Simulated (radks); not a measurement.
The numbers below are computed, except where a source is named.
Species: Br28+. Configuration: [He] 2s2 2p3.

Code: a radial shooting solver on a logarithmic mesh with Libxc functionals. Model: scalar-relativistic Kohn-Sham, PBEsol, spin-polarised, spherical densities, point nucleus; open shells are filled with parallel spins first.

Energy parts (eV):
| part | energy |
|---|---|
| total | -50890.852 |
| kinetic | 52305.873 |
| electron-nucleus | -107179.106 |
| Hartree | 5124.011 |
| exchange-correlation | -1141.630 |

Orbitals (lengths in bohr, moments of r in powers of bohr; r(max) is where P^2 peaks):
| orbital | occ. | eigenvalue (eV) | <r^4> | r(max) |
|---|---|---|---|---|
| 1s up | 1 | -15110.39 | 0.00001540 | 0.02791 |
| 1s down | 1 | -15087.03 | 0.00001530 | 0.02789 |
| 2s up | 1 | -3282.994 | 0.002410 | 0.1544 |
| 2s down | 1 | -3243.759 | 0.002466 | 0.1550 |
| 2p up | 3 | -3129.103 | 0.001619 | 0.1222 |
| 2p down | 0 | -3081.252 | 0.001672 | 0.1229 |

The highest occupied level is 2p up at -3129.1 eV. Spin moment in Bohr magnetons: 3.
